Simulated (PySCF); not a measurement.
Compound: C₆H₆F₃P.
Geometry (PBE0-D3(BJ)/def2-SVP, Å), atoms numbered from 1 in this order:
```xyz
16
C6H6F3P angstrom
C      1.2478   -2.0658   -0.1862
C      0.7524   -0.7073   -0.4719
C      0.9333    0.5795   -0.3158
C      1.7718    1.6429    0.2667
P     -0.5984    0.2444   -1.2590
C     -1.8437    0.2511    0.1123
F     -1.4184    0.0570    1.3701
C     -3.1554    0.4301   -0.0751
F     -3.6915    0.6300   -1.2542
F     -4.0581    0.4319    0.8721
H      2.2496   -2.0415    0.2682
H      0.5618   -2.5735    0.5105
H      1.2854   -2.6723   -1.1041
H      2.7105    1.2370    0.6726
H      1.2259    2.1412    1.0838
H      2.0088    2.4135   -0.4827
```

Linear response at CAM-B3LYP/def2-SVPD (PySCF, frozen core in the response, non-relativistic). Geometry: PBE0-D3(BJ)/def2-SVP, one conformer, isolated molecule.

Static isotropic polarisability: 99.78 au (14.79 Å³), principal values 79.8, 91.9, 127.7 au.

**Question.** What is the polarisability at 1064 nm and at the sodium D line?

**Answer.** 100.88 au at 1064 nm (+1.1 %), 103.55 au at 589.3 nm (+3.8 %). The rise at 589.3 nm is 3.42 times that at 1064 nm; a pure ω² law gives 3.26. The lowest singlet lies at 228 nm, shorter than both wavelengths.

**Question.** What is the isotropic C6 coefficient between two such molecules, C6 = (3/π)∫α(iω)² dω?

**Answer.** 3861 au (Eh·bohr⁶) by a ten-point quadrature over imaginary frequencies, which is 2310 eV·Å⁶ or 223 J·nm⁶/mol.

**Question.** Which effective excitation energy ω̄ makes London's formula C6 = (3/4)α²ω̄ exact here?

**Answer.** ω̄ = 4·C6/(3α²) = 0.517 Eh = 14.1 eV. A one-pole form α(ω) = α/(1 − ω²/ω̄²) fitted to the 1064 nm value gives 11.2 eV. London's choice of the ionisation energy (8.86 eV, ΔSCF at the same level) gives C6 = 2430 au, 37 % too low.

**Question.** How many electrons N does the Slater–Kirkwood formula C6 = (3/4)·√N·α^(3/2) need to give this C6?

**Answer.** N = (4·C6/3)²/α³ = 26.7; the species has 84 electrons in all.

**Question.** What n − 1 at the D line would an ideal gas of it have at 273.15 K and 1 atm (2.6868 × 10¹⁹ cm⁻³), by n − 1 = 2π·N·α′?

**Answer.** 25.90 × 10⁻⁴, a formal value whether or not that pressure can be reached.

**Question.** What three-body coefficient follows from the one-pole estimate C9 = (3/4)·α·C6?

**Answer.** 289000 au. This is an estimate from the two numbers above, not a computed integral.

**Question.** How anisotropic is the static polarisability, by Δα² = ½[(α1 − α2)² + (α2 − α3)² + (α3 − α1)²]?

**Answer.** Δα = 43.1 au, or 0.43 of the isotropic value.

**Question.** What does −C6/R⁶ come to at R = 12 Å between centres?

**Answer.** -75 J/mol. This is the leading, orientation-averaged term; C8 and higher terms are left out.
